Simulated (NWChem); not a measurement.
Species: CHS2 cation; SMILES S=C=[SH+]

Results from NWChem. Coordinates come from a PBE0/def2-SVP optimisation. Level: M06-2X/def2-SVP with SMD (1 M gas to 1 M solution), gas-phase geometry. Reactions with the solvent are ignored.

```json
[
 {"solvent": "water", "dielectric constant": "78.4", "solvation free energy (kcal/mol)": "-54.3", "cavity-dispersion-structure term (kcal/mol)": "2.1"},
 {"solvent": "dichloromethane", "dielectric constant": "8.93", "solvation free energy (kcal/mol)": "-51.7", "cavity-dispersion-structure term (kcal/mol)": "-1.1"},
 {"solvent": "acetonitrile", "dielectric constant": "35.7", "solvation free energy (kcal/mol)": "___", "cavity-dispersion-structure term (kcal/mol)": "-0.4"},
 {"solvent": "anisole", "dielectric constant": "4.22", "solvation free energy (kcal/mol)": "-44.2", "cavity-dispersion-structure term (kcal/mol)": "-0.7"},
 {"solvent": "cyclohexane", "dielectric constant": "2.02", "solvation free energy (kcal/mol)": "-29.6", "cavity-dispersion-structure term (kcal/mol)": "-1.0"}
]
```

Problem. Some entries are withheld; supply them.

Solution. 
- acetonitrile, solvation free energy (kcal/mol): -55.9
